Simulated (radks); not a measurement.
The numbers below are computed, except where a source is named.
The mean radii <r> (bohr) of the occupied orbitals of an atom or ion are listed with their occupations. Code: a radial shooting solver on a logarithmic mesh with Libxc functionals. Model: scalar-relativistic Kohn-Sham, LDA (Slater exchange, VWN5 correlation), spin-polarised, spherical densities, point nucleus.

orbital  occ.      <r>
1s up       1  0.02560
1s down     1  0.02560
2s up       1   0.1097
2s down     1   0.1097
2p up       3  0.09609
2p down     3  0.09609
3s up       1   0.2894
3s down     1   0.2892
3p up       3   0.2864
3p down     3   0.2862
3d up       5   0.2615
3d down     5   0.2612
4s up       1   0.6110
4s down     1   0.6107
4p up       3   0.6289
5p up       1    1.114

Name the element and its charge. Open shells, if any, are filled with parallel spins first.

Answer. Z = 56, barium, charge +22: Ba22+ in [Ar] 3d10 4s2 4p3 5p1. The 1s radius gives Z: for a bare nucleus <r> = (2 gamma + 1)/(2Z) with gamma = sqrt(1 - (Z/c)^2), 0.02523 bohr for Z = 56, and screening makes it slightly larger (0.02560 here). The occupations add up to 34, and the charge is Z minus that.
